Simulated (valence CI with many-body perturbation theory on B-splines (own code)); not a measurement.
**Ladder of approximations for S³⁺**

Calculated by valence CI with perturbative core correlation (CI+MBPT): three valence electrons over a frozen Dirac-Fock core [Ne], a basis of 11 s, 11 p, 9 d, 7 f, 5 g, 2 h, 1 i functions for each j, with the one-electron correlation potential Σ1, the two-electron term Σ2, the three-electron term Σ3, Breit, model QED; selected CI, second order for the rest, scaled by the run's own slope (own B-spline code, finite nucleus).

Set against measurement, 64 paired levels are off by 78 cm⁻¹ on average, the worst by 191. These come from a selection out of NIST levels in Podobedova, Kelleher and Wiese, J. Phys. Chem. Ref. Data 38, 171 (2009). Levels without a partner in it may be off by more.

Each rung adds one term. CI alone is the Dirac-Coulomb CI over the frozen core; QED comes last and gives the full result, which names the levels. Energies are above 3s²3p ²P°_1/2 on the same rung, in cm⁻¹.

Names give the largest LS component (configuration and term), which can be under half, so a name can repeat, a term be missing and a line seem to break the LS rules; names also repeat where a configuration has a term twice.

| Level | CI alone | Σ1 | Σ2 | Σ3 | Breit | QED | Full |
| --- | --- | --- | --- | --- | --- | --- | --- |
| 3s²3p ²P°_3/2 | 968 | +25 | +1.7 | +0.4 | -45 | +2.5 | 953 |
| 3s3p² ⁴P_1/2 | 70052 | +325 | +729 | +29 | -0.7 | -51 | 71082 |
| 3s3p² ⁴P_3/2 | 70401 | +334 | +729 | +29 | -17 | -50 | 71426 |
| 3s3p² ⁴P_5/2 | 70964 | +348 | +729 | +29 | -47 | -49 | 71974 |
| 3s3p² ²D_3/2 | 93414 | +465 | +238 | +12 | -40 | -41 | 94048 |
| 3s3p² ²D_5/2 | 93470 | +467 | +235 | +13 | -48 | -40 | 94096 |
| 3s3p² ²S_1/2 | 123765 | +597 | -646 | -48 | -32 | -48 | 123588 |
| 3s3p² ²P_1/2 | 135095 | +650 | -1934 | -30 | -20 | -52 | 133709 |
| 3s3p² ²P_3/2 | 135737 | +665 | -1936 | -29 | -50 | -50 | 134336 |
| 3s²3d ²D_3/2 | 152900 | +892 | -1464 | -99 | -81 | -2.0 | 152145 |
| 3s²3d ²D_5/2 | 152918 | +895 | -1465 | -100 | -88 | -1.8 | 152159 |
| 3s²4s ²S_1/2 | 180794 | +1878 | -1051 | -92 | -68 | +27 | 181488 |
| 3p³ ²D°_3/2 | 183695 | +886 | +452 | +24 | -55 | -81 | 184922 |
| 3p³ ²D°_5/2 | 183796 | +888 | +451 | +24 | -64 | -80 | 185015 |
| 3p³ ⁴S°_3/2 | 196908 | +908 | -1247 | +6.3 | -34 | -105 | 196437 |
| 3s3p3d ⁴F°_3/2 | 202044 | +1017 | +348 | -28 | -66 | -47 | 203267 |
| 3s3p3d ⁴F°_5/2 | 202244 | +1023 | +346 | -28 | -80 | -46 | 203459 |
| 3s3p3d ⁴F°_7/2 | 202529 | +1032 | +345 | -27 | -99 | -46 | 203733 |
| 3s3p3d ⁴F°_9/2 | 202900 | +1043 | +342 | -27 | -121 | -44 | 204093 |

The middle columns are the shifts that each term adds.

**Question.** How does the ionisation energy move along the ladder, and which term matters most?

**Answer.** CI alone 47.207, + Σ1 47.521, + Σ2 47.379, + Σ3 47.367, + Breit 47.357, + QED 47.359 eV. The largest step is Σ1, 0.315 eV. NIST lists 47.222 ± 0.012 eV (semi-empirical).
